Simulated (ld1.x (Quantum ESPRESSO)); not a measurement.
arsenic: what ld1.x (Quantum ESPRESSO) 7.5 does with a changed input

Command:

```bash
ld1.x < As.in > As.out
```

Input:

```
&input
   title='As', zed=33., rel=0, dft='PZ', iswitch=3,
   config='[Ar] 3d10 4s2 4p3 4d-2',
   nld=3, rlderiv=1.70, eminld=-3.0, emaxld=5.0, deld=0.02
 /
 &inputp
   pseudotype=3, tm=.true., lloc=3, rcloc=1.20,
   nlcc=.true., new_core_ps=.true., rcore=1.25,
   file_pseudopw='As.UPF', file_wfcaegen='ae.wfc', file_wfcncgen='nc.wfc', file_beta='beta', file_chi='chi', file_wfcusgen='us.wfc'
 /
5
4S  1  0   2.00   0.00  1.05  1.45  0.0
4S  1  0   0.00   1.30  1.05  1.45  0.0
4P  2  1   3.00   0.00  1.10  1.50  0.0
4P  2  1   0.00   0.20  1.10  1.50  0.0
4D  3  2  -2.00   0.05  1.35  1.55  0.0
 &test
   configts(1)='4s2 4p3'
 /
```

This is an input that runs to its end, with one change: lloc set to 3 without reordering the list of waves. The unchanged file is no sound one. Note: ghost states, extra bound levels that the all-electron valence spectrum of the same l lacks: s at -31.7 eV, p at -19.8 eV. A true bound ghost makes a file unfit for plane-wave use.

How does the run end?

The program refuses the input: "ld1_setup: mismatch between lloc and l of the wavefunction chosen for local potential". Messages: US requires at least two energies per channel 4D.

```
Program LD1 v.7.5

     !!!!!!!!!!!!!!!!!!! WARNING !!!!!!!!!!!!!!!!!!!!!!!
     Message from routine ld1_readin:
     US requires at least two energies per channel 4D
     !!!!!!!!!!!!!!!!!!!!!!!!!!!!!!!!!!!!!!!!!!!!!!!!!!!

 %%%%%%%%%%%%%%%%%%%%%%%%%%%%%%%%%%%%%%%%%%%%%%%%%%%%%%%%%%%%%%%%%%%%%%%%%%%%%%
     Error in routine ld1_setup (5):
     mismatch between lloc and l of the wavefunction chosen for local potential
 %%%%%%%%%%%%%%%%%%%%%%%%%%%%%%%%%%%%%%%%%%%%%%%%%%%%%%%%%%%%%%%%%%%%%%%%%%%%%%

     stopping ...
```
